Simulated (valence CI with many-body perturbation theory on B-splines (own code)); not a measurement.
## P X: calculated level list

Level of theory: configuration interaction combined with many-body perturbation theory (CI+MBPT): four valence electrons over a frozen Dirac-Fock core [He], radial functions for each j: 11 s, 11 p, 9 d, 7 f, 5 g, 2 h, 1 i, with the one-electron correlation potential Σ1, the two-electron term Σ2, the three-electron term Σ3, Breit, model QED; selected CI, second order for the rest, scaled by the run's own slope (own B-spline code, finite nucleus).

No measured levels were compared; by estimate levels of excited configurations hold to 0.05 to 0.15 % of their energy, terms of the ground configuration to about 0.5 %.

Levels 46 to 78 of 78, with energies above the lowest level, 2s2 2p2 3P_0. "Leading %" is the weight of the configuration and term that name the level; weights of strongly mixed levels are sums over their largest components and can fall short. In the jj column 3d3/2^4 stands for four electrons in 3d with j = 3/2.

| No. | Configuration | Term | J | E (eV) | Leading % | Second component | Leading jj | g |
| --- | --- | --- | --- | --- | --- | --- | --- | --- |
| 46 | 2s2 2p 3d | 3P° | 1 | 269.46 | 86 | 8 % 2s2 2p 3d 3D° | 2s^2 2p3/2 3d3/2 (76 %) | 1.411 |
| 47 | 2s2 2p 3d | 3P° | 0 | 269.57 | 95 |  | 2s^2 2p3/2 3d3/2 (95 %) |  |
| 48 | 2s 2p2 3s | 3P | 0 | 270.40 | 91 | 7 % 2s2 2p 3p 3P | 2s 2p1/2^2 3s (43 %) |  |
| 49 | 2s 2p2 3s | 3P | 1 | 270.74 | 91 | 7 % 2s2 2p 3p 3P | 2s 2p1/2 2p3/2 3s (74 %) | 1.500 |
| 50 | 2s 2p2 3s | 3P | 2 | 271.34 | 91 | 7 % 2s2 2p 3p 3P | 2s 2p3/2^2 3s (53 %) | 1.499 |
| 51 | 2s2 2p 3d | 1F° | 3 | 272.47 | 94 |  | 2s^2 2p3/2 3d3/2 (41 %) | 1.002 |
| 52 | 2s2 2p 3d | 1P° | 1 | 272.56 | 93 |  | 2s^2 2p3/2 3d5/2 (69 %) | 0.998 |
| 53 | 2s 2p2 3p | 3S° | 1 | 274.88 | 94 |  | 2s 2p1/2 2p3/2 3p1/2 (28 %) | 2.005 |
| 54 | 2s 2p2 3p | 5D° | 0 | 275.53 | 99 |  | 2s 2p1/2^2 3p1/2 (41 %) |  |
| 55 | 2s 2p2 3p | 5D° | 1 | 275.65 | 98 |  | 2s 2p1/2 2p3/2 3p1/2 (41 %) | 1.510 |
| 56 | 2s 2p2 3p | 5D° | 2 | 275.89 | 97 |  | 2s 2p1/2 2p3/2 3p1/2 (44 %) | 1.507 |
| 57 | 2s 2p2 3p | 5D° | 3 | 276.25 | 98 |  | 2s 2p1/2 2p3/2 3p3/2 (64 %) | 1.503 |
| 58 | 2s 2p2 3p | 5D° | 4 | 276.73 | 99 |  | 2s 2p3/2^2 3p3/2 (63 %) | 1.500 |
| 59 | 2s 2p2 3p | 5P° | 1 | 277.13 | 97 |  | 2s 2p1/2 2p3/2 3p1/2 (41 %) | 2.484 |
| 60 | 2s 2p2 3p | 5P° | 2 | 277.29 | 97 |  | 2s 2p1/2 2p3/2 3p3/2 (29 %) | 1.826 |
| 61 | 2s 2p2 3p | 5P° | 3 | 277.65 | 97 |  | 2s 2p1/2 2p3/2 3p3/2 (38 %) | 1.660 |
| 62 | 2s 2p2 3p | 3D° | 1 | 279.76 | 98 |  | 2s 2p1/2 2p3/2 3p3/2 (47 %) | 0.507 |
| 63 | 2s 2p2 3p | 3D° | 2 | 280.07 | 97 |  | 2s 2p1/2 2p3/2 3p3/2 (50 %) | 1.171 |
| 64 | 2s 2p2 3p | 3D° | 3 | 280.55 | 97 |  | 2s 2p3/2^2 3p3/2 (43 %) | 1.336 |
| 65 | 2s 2p2 3p | 5S° | 2 | 281.13 | 98 |  | 2s 2p1/2 2p3/2 3p3/2 (32 %) | 1.998 |
| 66 | 2s 2p2 3p | 3P° | 0 | 281.97 | 99 |  | 2s 2p1/2 2p3/2 3p3/2 (70 %) |  |
| 67 | 2s 2p2 3p | 3P° | 1 | 282.11 | 97 |  | 2s 2p1/2 2p3/2 3p3/2 (39 %) | 1.495 |
| 68 | 2s 2p2 3p | 3P° | 2 | 282.31 | 97 |  | 2s 2p1/2 2p3/2 3p3/2 (37 %) | 1.498 |
| 69 | 2s 2p2 3s | 3D | 1 | 282.64 | 97 |  | 2s 2p1/2 2p3/2 3s (67 %) | 0.499 |
| 70 | 2s 2p2 3s | 3D | 2 | 282.65 | 97 |  | 2s 2p1/2 2p3/2 3s (64 %) | 1.167 |
| 71 | 2s 2p2 3s | 3D | 3 | 282.65 | 97 |  | 2s 2p1/2 2p3/2 3s (61 %) | 1.333 |
| 72 | 2s 2p2 3s | 1D | 2 | 286.23 | 97 |  | 2s 2p1/2 2p3/2 3s (64 %) | 1.000 |
| 73 | 2s 2p2 3d | 5F | 1 | 286.81 | 99 |  | 2s 2p1/2 2p3/2 3d3/2 (40 %) | 0.008 |
| 74 | 2s 2p2 3d | 5F | 2 | 286.93 | 98 |  | 2s 2p1/2 2p3/2 3d3/2 (46 %) | 1.008 |
| 75 | 2s 2p2 3d | 5F | 3 | 287.12 | 97 |  | 2s 2p1/2 2p3/2 3d3/2 (41 %) | 1.257 |
| 76 | 2s 2p2 3d | 5F | 4 | 287.39 | 97 |  | 2s 2p1/2 2p3/2 3d5/2 (60 %) | 1.353 |
| 77 | 2s 2p2 3d | 5F | 5 | 287.75 | 99 |  | 2s 2p3/2^2 3d5/2 (63 %) | 1.400 |
| 78 | 2s 2p2 3d | 5D | 0 | 288.78 | 99 |  | 2s 2p1/2 2p3/2 3d3/2 (85 %) |  |
